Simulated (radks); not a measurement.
Problem. Nd23+, 37 electrons, occupied as [Kr] 4d1 (the NIST ground configuration). All-electron calculation, Dirac Kohn-Sham, PBE, spin-unpolarised, spherical densities, finite nucleus; open shells fill j = l - 1/2 first; Fermi nuclear charge, rms radius 4.9123 fm. Program: a radial shooting solver on a logarithmic mesh with Libxc functionals.

Spin-orbit splittings of the eigenvalues, e(l+1/2) - e(l-1/2), with zeta = 2 splitting/(2l+1) and mean radii in bohr:

shell  occ.  splitting (eV)  zeta (eV)  <r> j=l-1/2  <r> j=l+1/2
2p        6           520.5      347.0      0.08416      0.09056
3p        6           105.9      70.58       0.2534       0.2654
3d       10           23.10      9.241       0.2362       0.2399
4p        6               ?          ?       0.5659       0.5853
4d        1           5.935      2.374       0.5895       0.5951

Estimate the 4p splitting.

Solution. 28.79 eV (zeta = 19.20 eV).
